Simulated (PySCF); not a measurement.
PySCF input (BP86/6-31G* with LANL2DZ past Ar (5d)):

```python
from pyscf import gto, dft

mol = gto.M(
    atom='''
    W     0.06833537    0.12437509    0.10256563
    O     1.30943601   -0.68607671   -0.68606428
    O    -0.63794453   -1.05820541    1.06265526
    F    -1.15874995    0.52783339   -1.17806493
    ''',
    basis={'default': '6-31g*', 'W': 'lanl2dz'},
    ecp={'W': 'lanl2dz'},
    charge=1,
    spin=0,
    verbose=4,
)

mf = dft.RKS(mol, xc='bp86')
mf.grids.level = 3
mf.conv_tol = 1e-9
mf.max_cycle = 100
mf.max_memory = 1500
mf.kernel()
if not mf.converged:
    mf = mf.newton()
    mf.kernel(mf.make_rdm1())
mf.dip_moment()
```

What final total energy does it give?

-317.93753 Eh.
